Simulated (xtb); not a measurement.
B(OH)(OMe)(NH2) (CH6BNO2), SMILES B(O)(N)OC. All values are semi-empirical tight-binding results from xtb (GFN2-xTB unless named), good for trends rather than for accurate numbers. Geometry: GFN2-xTB. One conformer was computed; it need not be the lowest.

Optimised geometry:

```xyz
11

B     -0.0658     0.5139     0.0000
O     -0.8797     1.6088     0.0000
H     -0.4163     2.4442     0.0000
O     -0.7081    -0.6887     0.0000
C     -0.0305    -1.9161     0.0000
H      0.5977    -2.0264    -0.8907
H     -0.7876    -2.7014     0.0000
H      0.5977    -2.0264     0.8907
N      1.3464     0.6418     0.0000
H      1.9740    -0.1402     0.0000
H      1.8237     1.5243     0.0000
```
Charge 0, spin multiplicity 1.

### Question
Estimate the properties. (Estimate from the structure and the level; the computed values follow.)

### Answer

```
Item                                             Result
----------------------------------------  -------------
point group as xtb finds it                          Cs
orbital gap                                     7.80 eV
dipole moment                                    3.63 D
zero-point energy                         53.1 kcal/mol
G − E(el) at 298.15 K (modified RRHO)     34.6 kcal/mol
static polarisability (D4 model)             47.2 bohr³
solvation energy, GFN2-xTB/ALPB(water)    -7.9 kcal/mol
solvation energy, GFN2-xTB/ALPB(benzene)  -6.0 kcal/mol
```

Computed IR lines (harmonic; lines under 4 % of the strongest left out, lines within 3 cm⁻¹ merged):
ν (cm⁻¹): 325 (m), 416 (w), 451 (m), 549 (m), 952 (m), 1104 (w), 1290 (vs), 1319 (vs), 1538 (m), 2907 (w), 2923 (w), 2987 (w) (against the strongest line: vs over 80 %, s over 45 %, m over 15 %, w over 4 %, vw less)

### Question
Give the atomic charges and the Wiberg bond orders between heavy atoms. (An estimate is asked for; the answer gives what the named calculation found.)

### Answer
charges (e) B1 0.47, O2 -0.48, H3 0.30, O4 -0.35, C5 0.04, H6 0.03, H7 0.06, H8 0.03, N9 -0.41, H10 0.16, H11 0.15. Bond orders B1–O2 1.11, B1–O4 1.10, O4–C5 0.99, B1–N9 1.18.
